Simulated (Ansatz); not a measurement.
Compare A (`[OH][GeH2][SiH2]S`) with its isomer B (`O[SiH2][S][GeH3]`).

Gas-phase electronic energies from Ansatz, PBE0-D4/def2-TZVP geometries. CCSD(T)/CBS is the MP2 limit (def2-TZVPP, def2-QZVPP) plus CCSD(T) − MP2 in def2-TZVPP, frozen cores. Functionals use def2-TZVPP. B3LYP here is the variant with VWN-RPA as its local correlation; programs differ in this. For Ge outer-core shells are correlated without core-valence functions, which leaves a few kJ/mol of doubt a bond. Scalar relativity is left out up to krypton. Each species was taken in one conformer, which may not be the lowest.

A:

```xyz
10

O    -1.612   -0.278    0.790
Ge   -0.480    1.021    0.277
Si    1.125   -0.273   -0.914
S     1.282   -2.109    0.165
H    -2.284    0.024    1.404
H    -1.258    2.061   -0.559
H     0.082    1.717    1.536
H     0.692   -0.464   -2.324
H     2.464    0.369   -0.921
H    -0.010   -2.067    0.546
```

B:

```xyz
10

O     0.7465   -2.2960    0.2131
Si   -0.2680   -1.1865    0.8714
S    -1.4325   -0.1431   -0.5776
Ge   -0.1269    1.6476   -0.7978
H     1.3114   -2.0136   -0.5079
H     0.4883   -0.1704    1.6532
H    -1.1846   -1.9592    1.7347
H    -0.6399    2.3922   -2.0363
H    -0.2249    2.5288    0.4548
H     1.3306    1.2004   -1.0076
```

**Question.** Which isomer does CCSD(T)/CBS put lower? Give the gap. (Estimate.)

**Answer.** Ansatz gave: B, by 26.8 kcal/mol.

**Question.** Give E(B) − E(A) in kcal/mol with CCSD(T)/def2-TZVPP, ωB97M-V, HF/def2-TZVPP, PBE0-D4, B2PLYP, MP2/def2-TZVPP, B3LYP-D4. (Best estimate.)

**Answer.** The calculation gave: CCSD(T)/def2-TZVPP -26.3, ωB97M-V -27.0, HF/def2-TZVPP -29.7, PBE0-D4 -25.2, B2PLYP -26.6, MP2/def2-TZVPP -28.0, B3LYP-D4 -25.8. None reverses the order clearly.

Largest T1 diagnostic: 0.012.

In def2-TZVPP, CCSD(T) changes the Hartree–Fock value by +3.5 kcal/mol (the triples alone add +0.3 kcal/mol) and MP2 by +1.7 kcal/mol. From PBE to PBE0 (25 % exact exchange), in def2-TZVPP and without D4, E(B) − E(A) moves by −1.7 kcal/mol.
